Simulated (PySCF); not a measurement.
**From computed data to an observable: dipole moment from atomic charges**

F₃H₃OSiZr, SMILES [F][Zr]([F])([F])[O][SiH3], multiplicity 1. Atoms are numbered in the order given.

```xyz
9

Zr     0.0000     0.0000     0.6655
F     -0.2593     1.7870     1.2943
F      1.6772    -0.6690     1.2943
F     -1.4180    -1.1181     1.2943
O      0.0000     0.0000    -1.2644
Si     0.0000     0.0000    -2.9404
H      0.2328    -1.3870    -3.4290
H      1.0848     0.8951    -3.4290
H     -1.3176     0.4919    -3.4290
```
Charge 0, spin multiplicity 1.

Geometry optimised at B3LYP-D3(BJ)/def2-SVP. The multiplicity is an assumed one; no other spin state was optimised. The structure was generated by enumeration; whether it is a known compound was not checked. The def2 effective core potentials stand for the cores of Zr; spin–orbit coupling is left out. Other conformers were not sampled.

Charges (e) from PBE/def2-TZVP (PySCF):

```tsv
atom	Mulliken	ESP fit
Zr1	1.629	1.566
F2	-0.419	-0.411
F3	-0.419	-0.411
F4	-0.419	-0.412
O5	-0.576	-0.516
Si6	0.269	0.322
H7	-0.021	-0.046
H8	-0.021	-0.046
H9	-0.021	-0.046
```

The dipole moment of the full density is 1.76 D.

Task: What dipole moment does each set of point charges give, and which comes closer to that of the density?

Result: 
μ = Σ q r, and 1 e Å = 4.8032 D.
Mulliken: Σ q r = (0.000, 0.000, -0.389) e Å, |μ| = 1.87 D.
ESP fit: Σ q r = (0.001, 0.001, -0.376) e Å, |μ| = 1.81 D.
ESP fit comes closer in size. Point charges leave out the atoms' own dipoles (lone pairs, polarised bonds); fits to the potential absorb them, partitions of the density don't.
